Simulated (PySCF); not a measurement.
Si(F)(Me)(OH)(NH2) (CH₆FNOSi), SMILES C[Si](N)(O)F.

The structure is a stationary point at ωB97X-D3(BJ)/def2-SVP. This is a generated structure with no PubChem entry under its InChIKey; it may be hypothetical. One conformer was computed; it need not be the lowest.

The numbers are results of SMD-B3LYP/def2-SVP run with PySCF, not measurements.

Solvation free energies are E(SMD) − E(gas) at the gas-phase geometry, for 1 M in both phases. In vacuum the dipole moment is 0.84 D.

| solvent | ΔG(solv) (kcal/mol) | its non-electrostatic (CDS) part | dipole (D) |
|---|---|---|---|
| water | -5.3 | 4.2 | 1.02 |
| toluene | -3.0 | 0.2 | 0.96 |
| n-hexane | … | … | … |

Q: Complete the blanks. (Estimate from the structure and the level; the computed values follow.)

A: 
- n-hexane, ΔG(solv) (kcal/mol): -2.4
- n-hexane, its non-electrostatic (CDS) part: 0.1
- n-hexane, dipole (D): 0.93
